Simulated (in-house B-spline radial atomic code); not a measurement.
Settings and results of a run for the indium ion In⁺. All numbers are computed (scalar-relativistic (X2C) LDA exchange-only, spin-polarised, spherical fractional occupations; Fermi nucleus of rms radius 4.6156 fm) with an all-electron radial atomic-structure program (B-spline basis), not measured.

Command:
```bash
python run_scf.py task.json out
```
Settings (nuclear radius in fm, mass in u):
```
Z                49
configuration    [Kr] 4d10 5s2
hamiltonian      x2c
method           lda,
spin_polarised   True
nucleus          fermi
rms_radius       4.6156
atomic_mass      114.90388
speed_of_light   137.035999084
```

Output (hartree, bohr):
```
 radial grid: 81 intervals, B-splines of order 8, outer radius 60 bohr

 iter        energy (Eh)    residual
    1       -5867.779739    3.27e-01
    2       -5867.189867    3.02e-01
    3       -5870.321695    2.35e-02
    4       -5870.331967    5.76e-03
    5       -5870.332643    2.98e-03
    6       -5870.332872    2.16e-03
    7       -5870.333033    3.00e-04
    8       -5870.333036    3.78e-06
    9       -5870.333036    5.11e-08

 total energy                     -5870.33304
 kinetic                            6170.3520
 electron-nucleus                 -14248.2086
 Hartree                            2357.9980
 exchange-correlation               -150.4744

 orbital      occ     eigenvalue          <r>       <r^2>       <1/r>       r_max
 1s up      1.000     -1016.9682    0.0291745  0.00116186     54.0622     0.01856
 1s down    1.000     -1016.9682    0.0291745  0.00116186     54.0622     0.01856
 2s up      1.000      -152.4885     0.128168   0.0194293     12.2388      0.1087
 2s down    1.000      -152.4885     0.128168   0.0194293     12.2388      0.1087
 2p up      3.000      -137.0629     0.111955   0.0153188     11.4258     0.08665
 2p down    3.000      -137.0629     0.111955   0.0153188     11.4258     0.08665
 3s up      1.000       -29.0927     0.349088    0.139504     4.26745      0.3162
 3s down    1.000       -29.0927     0.349088    0.139504     4.26745      0.3162
 3p up      3.000       -24.0293     0.347418    0.140218      3.9967      0.3092
 3p down    3.000       -24.0293     0.347418    0.140218      3.9967      0.3092
 3d up      5.000       -16.1015       0.3247    0.125344     3.75191       0.258
 3d down    5.000       -16.1015       0.3247    0.125344     3.75191       0.258
 4s up      1.000        -4.6011     0.848201    0.815613     1.65673      0.7696
 4s down    1.000        -4.6011     0.848201    0.815613     1.65673      0.7696
 4p up      3.000        -3.0856     0.922117    0.974369     1.48398      0.8155
 4p down    3.000        -3.0856     0.922117    0.974369     1.48398      0.8155
 4d up      5.000        -0.9074      1.18484     1.68734     1.13708      0.9322
 4d down    5.000        -0.9074      1.18484     1.68734     1.13708      0.9322
 5s up      1.000        -0.5184      2.49649     7.09166    0.515975       2.118
 5s down    1.000        -0.5184      2.49649     7.09166    0.515975       2.118
```

Run time, properties included: 0.45 s on 1 thread of Intel(R) Xeon(R) 6975P-C (shared host).

One-electron X2C: radii and densities carry no picture-change correction, so inner-shell <1/r> comes out high (for 1s by about 2 % at Z = 33, 5 % at 54, 10 % at 75, 30 % at 118) and <r> low.
